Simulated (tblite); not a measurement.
Species: C3H9NO3Si2.
Geometry (GFN2-xTB, Å), atoms numbered from 1 in this order:
```xyz
18
C3H9NO3Si2 angstrom
N     -2.0770    1.6931    0.6431
Si    -0.7607    0.5882    0.5193
Si    -1.5385   -1.5843    0.3659
C      0.2714    0.9434   -1.0730
O     -0.2178    1.5329   -2.0116
C      1.6595    0.3249   -1.2466
O      2.4373    0.2567   -0.0560
C      2.1886   -0.7220    0.7846
O      1.3351   -1.5595    0.6826
H     -2.8955    1.5370    0.0770
H     -1.8855    2.6828    0.6769
H      0.1047    0.9997    1.6347
H     -1.2129   -2.3754    1.5471
H     -3.0073   -1.5771    0.2596
H     -1.0584   -2.2721   -0.8358
H      2.2478    0.9001   -1.9646
H      1.4921   -0.6894   -1.6326
H      2.9084   -0.6728    1.6177
```

All values are computed: GFN2-xTB (tblite) harmonic vibrations without scaling, gas phase. Errors from tens to a few hundred cm⁻¹ against measured bands are possible. Modes of hydrogen on silicon can be 10 to 20 % off. One conformer, not necessarily the lowest.

Harmonic wavenumbers (cm⁻¹): 46.5, 56.2, 81.1, 98.6, 122.1, 136.9, 155.4, 161.2, 187.7, 232.4, 308.3, 375.4, 389.9, 462.2, 471.4, 481.0, 505.8, 541.7, 574.7, 602.6, 714.4, 743.6, 770.4, 799.9, 825.2, 830.3, 885.4, 902.7, 927.7, 976.3, 1057.5, 1162.5, 1206.3, 1274.6, 1345.2, 1391.6, 1522.7, 1707.6, 1754.3, 2171.4, 2182.9, 2234.6, 2297.5, 2844.8, 2909.9, 2982.3, 3457.9, 3496.0.

A = 1339, B = 1021, C = 727.5 MHz; mass 163.012 u (most abundant isotopes); point group C1, symmetry number 1.

**Question.** What is the zero-point energy?

**Answer.** ½Σν̃ = 25683 cm⁻¹ = 73.43 kcal/mol.

**Question.** What is S at 298.15 K and 1 bar for an ideal gas of classical rigid rotors and harmonic oscillators?

**Answer.** Translation 41.20, rotation 30.16, vibration 41.96: S = 113.3 cal/(mol K).

**Question.** And Cp and H(298.15 K) − H(0)?

**Answer.** Cp = 47.52 cal/(mol K), of which vibrations give 39.57 (their classical limit is 48 R = 95.4); H(298.15 K) − H(0) = 8.80 kcal/mol without the zero-point energy, 6.43 from vibrations.

**Question.** Blend soft modes into free rotors: weight 1/[1 + (100 cm⁻¹/ν̃)⁴] for the oscillator and the rest for a rotor with moment μB/(μ + B), μ = h/(8π²ν), B = 10⁻⁴⁴ kg m². What vibrational entropy results?

**Answer.** 38.53 cal/(mol K) in place of 41.96, which changes −T·S at 298.15 K by +1.02 kcal/mol.

**Question.** Which modes carry the vibrational entropy at 298.15 K?

**Answer.** 46.5 cm⁻¹: 4.96; 56.2 cm⁻¹: 4.59; 81.1 cm⁻¹: 3.86; 98.6 cm⁻¹: 3.48; 122.1 cm⁻¹: 3.07; 136.9 cm⁻¹: 2.85 cal/(mol K); the other 42 give 19.16 together.

Hindered rotation and anharmonicity are outside this model. Other conformers, if any are populated, would add a mixing term that is left out. The structure is chiral; the term R ln 2 for an equal mix with its mirror image is left out.
